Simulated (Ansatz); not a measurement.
CH3NO2Si, SMILES `O=C=N[SiH2]O`, 8 atoms. Total charge 0; spin multiplicity 1. All runs use 2 threads of an Intel Xeon Platinum 8259CL on a shared host. Correlated methods freeze the cores.

(1) How many basis functions does each run have, and how long does it take in Ansatz? RHF-MP2/def2-QZVPP energy; RKS r2SCAN0-D4/def2-TZVPP energy; direct RPA on PBE orbitals/def2-TZVPP energy; RKS CAM-B3LYP-D4/def2-TZVPP energy; RHF-CCSD(T)/def2-SVP energy; RKS ωB97M-V/def2-SVP energy; RKS PBE0-D4/def2-TZVP frequencies; RHF-CCSD(T)/def2-TZVPP energy; RKS PBE0-D4/def2-SVP energy; RKS PBE0-D4/def2-QZVPP energy; RKS ωB97M-V/def2-QZVPP energy; RKS BLYP-D4/def2-TZVPP energy. (Best estimate.)

## Answers

(1) The calculation gave: Other jobs shared the machine, so times are rough.

```json
{"level": "RKS PBE0-D4/def2-SVP", "job": "energy", "functions": "89", "wall time": "1.1 s", "peak host memory (GiB)": "0.18"}
{"level": "RKS BLYP-D4/def2-TZVPP", "job": "energy", "functions": "208", "wall time": "2.4 s", "peak host memory (GiB)": "0.24"}
{"level": "RKS CAM-B3LYP-D4/def2-TZVPP", "job": "energy", "functions": "208", "wall time": "4.1 s", "peak host memory (GiB)": "0.47"}
{"level": "RHF-CCSD(T)/def2-SVP", "job": "energy", "functions": "89", "wall time": "4.1 s", "peak host memory (GiB)": "0.32"}
{"level": "RKS ωB97M-V/def2-SVP", "job": "energy", "functions": "89", "wall time": "4.2 s", "peak host memory (GiB)": "0.26"}
{"level": "direct RPA on PBE orbitals/def2-TZVPP", "job": "energy", "functions": "208", "wall time": "5.5 s", "peak host memory (GiB)": "0.4"}
{"level": "RKS r2SCAN0-D4/def2-TZVPP", "job": "energy", "functions": "208", "wall time": "5.5 s", "peak host memory (GiB)": "0.44"}
{"level": "RKS PBE0-D4/def2-QZVPP", "job": "energy", "functions": "388", "wall time": "8.5 s", "peak host memory (GiB)": "1.1"}
{"level": "RKS ωB97M-V/def2-QZVPP", "job": "energy", "functions": "388", "wall time": "20 s", "peak host memory (GiB)": "1.2"}
{"level": "RHF-MP2/def2-QZVPP", "job": "energy", "functions": "388", "wall time": "21 s", "peak host memory (GiB)": "1.7"}
{"level": "RHF-CCSD(T)/def2-TZVPP", "job": "energy", "functions": "208", "wall time": "74 s", "peak host memory (GiB)": "2.9"}
{"level": "RKS PBE0-D4/def2-TZVP", "job": "frequencies", "functions": "179", "wall time": "2.4 min", "peak host memory (GiB)": "0.44"}
```
